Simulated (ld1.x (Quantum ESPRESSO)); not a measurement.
# Plane-wave convergence, PAW potential for N (Z = 7)

nitrogen (N), PAW, made with ld1.x (Quantum ESPRESSO) 7.5 (PBE, scalar-relativistic). Core [He], reference 2s2 2p3. Waves: 2s (bound): rcut 0.60, rcutus 0.75 bohr; 2s channel at -0.75 Ry: rcut 0.60, rcutus 0.75 bohr; 2p (bound): rcut 1.70, rcutus 2.20 bohr; 2p channel at 4.3 Ry: rcut 1.70, rcutus 2.20 bohr. Local part: all-electron potential smoothed inside 1.20 bohr (lloc = -2). Core correction: Bessel-smoothed model core inside 0.35 bohr. Augmentation charge: BESSEL, radius 0.50 bohr.

The pseudo-atom Hamiltonian at the reference potential is diagonalised in spherical Bessel functions j_l(qr) that vanish at 20 bohr, with q² up to the cutoff. All-electron valence levels (Ry): 2s -1.3658, 2p -0.5211.

**Question.** How do the lowest levels (Ry) of each channel move with the cutoff, and are there ghosts?

**Answer.**

```json
{"cutoff (Ry)": "8", "s #1": "-1.1460", "s #2": "-0.0070", "p #1": "-0.3733", "d #1": "0.0768", "d #2": "0.1803", "f #1": "0.1195", "f #2": "0.2582", "Σ f·Δε (mRy)": "883.2"}
{"cutoff (Ry)": "12", "s #1": "-1.1557", "s #2": "-0.0073", "p #1": "-0.5119", "d #1": "0.0768", "d #2": "0.1803", "f #1": "0.1195", "f #2": "0.2582", "Σ f·Δε (mRy)": "447.8"}
{"cutoff (Ry)": "21", "s #1": "-1.2271", "s #2": "-0.0095", "p #1": "-0.5209", "d #1": "0.0768", "d #2": "0.1802", "f #1": "0.1195", "f #2": "0.2582", "Σ f·Δε (mRy)": "278.0"}
{"cutoff (Ry)": "30", "s #1": "-1.2859", "s #2": "-0.0113", "p #1": "-0.5211", "d #1": "0.0768", "d #2": "0.1802", "f #1": "0.1195", "f #2": "0.2582", "Σ f·Δε (mRy)": "159.9"}
{"cutoff (Ry)": "45", "s #1": "-1.3450", "s #2": "-0.0132", "p #1": "-0.5211", "d #1": "0.0768", "d #2": "0.1802", "f #1": "0.1195", "f #2": "0.2582", "Σ f·Δε (mRy)": "41.7"}
{"cutoff (Ry)": "55", "s #1": "-1.3595", "s #2": "-0.0137", "p #1": "-0.5211", "d #1": "0.0768", "d #2": "0.1802", "f #1": "0.1195", "f #2": "0.2582", "Σ f·Δε (mRy)": "12.7"}
{"cutoff (Ry)": "80", "s #1": "-1.3654", "s #2": "-0.0139", "p #1": "-0.5211", "d #1": "0.0768", "d #2": "0.1802", "f #1": "0.1195", "f #2": "0.2582", "Σ f·Δε (mRy)": "0.9"}
{"cutoff (Ry)": "100", "s #1": "-1.3655", "s #2": "-0.0139", "p #1": "-0.5211", "d #1": "0.0768", "d #2": "0.1802", "f #1": "0.1195", "f #2": "0.2582", "Σ f·Δε (mRy)": "0.6"}
{"cutoff (Ry)": "400", "s #1": "-1.3658", "s #2": "-0.0139", "p #1": "-0.5211", "d #1": "0.0768", "d #2": "0.1802", "f #1": "0.1195", "f #2": "0.2582", "Σ f·Δε (mRy)": "0.0"}
```

Result: no extra level below or beside the all-electron valence levels (s, p, d, f tested); 10 mRy is reached at 60 Ry and 1 mRy at 80 Ry.
